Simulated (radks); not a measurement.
The numbers below are computed, except where a source is named.
Task: Successive ionisation energies (eV) of one element, from differences of total energies of ions in their ground configurations, starting at charge 0: 5.258, 14.269, 21.067, 46.573, 69.090, 113.31, 116.36, 133.79, 146.82, 172.74, 191.61, 220.02, 252.07, 298.21, 320.55, 338.22, 374.71, 412.56, 451.72, 492.14, 533.81, 576.68. Level of theory: Dirac Kohn-Sham, PBE, spin-unpolarised, spherical densities, point nucleus; open shells are shared between the two j in proportion to 2j + 1 (a radial shooting solver on a logarithmic mesh with Libxc functionals). Which element is it?

Result: Lutetium (Z = 71). The first species listed is Lu in [Xe] 4f14 5d1 6s2, the last Lu21+ in [Kr] 4d10 4f4.
